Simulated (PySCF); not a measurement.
## Krypton: a sound run and one with changed settings

Sound run: Kr²⁺ [Ar] 3d10 4s2 4p4, Kr³⁺ [Ar] 3d10 4s2 4p3. Computed with PySCF 2.14 in Sapporo-DKH3-DZP-2012 (6s5p3d1f, 43 functions), with scalar relativity by spin-free X2C-1e. In the sound run the correlated levels freeze [Ar] 3d10. The sound run starts from symmetry-adapted Hartree-Fock orbitals and uses a fine grid where one is needed.

A second run was set up differently.

| species | method | sound run (hartree) | changed run (hartree) | converged |
| --- | --- | --- | --- | --- |
| Kr²⁺ | MP2 | -2786.85048 | -2786.81125 | yes |
| Kr²⁺ | CCSD(T) | -2786.86697 | -2786.81989 | yes |
| Kr³⁺ | MP2 | -2785.56927 | -2785.52230 | yes |
| Kr³⁺ | CCSD(T) | -2785.58458 | -2785.52704 | yes |

Ionisation energy of Kr²⁺:

```tsv
method	sound run (eV)	changed run (eV)
UHF	34.433	34.433
MP2	34.863	35.074
SCS-MP2	34.880	35.197
CCSD	34.886	35.178
CCSD(T)	34.896	35.180
```

Problem. What was changed?
A. too few SCF iterations
B. basis contracted for another Hamiltonian
C. all electrons correlated in a valence basis
D. a valence shell is frozen

Solution. D. Freezing a valence shell removes pair correlation that changes on ionisation.
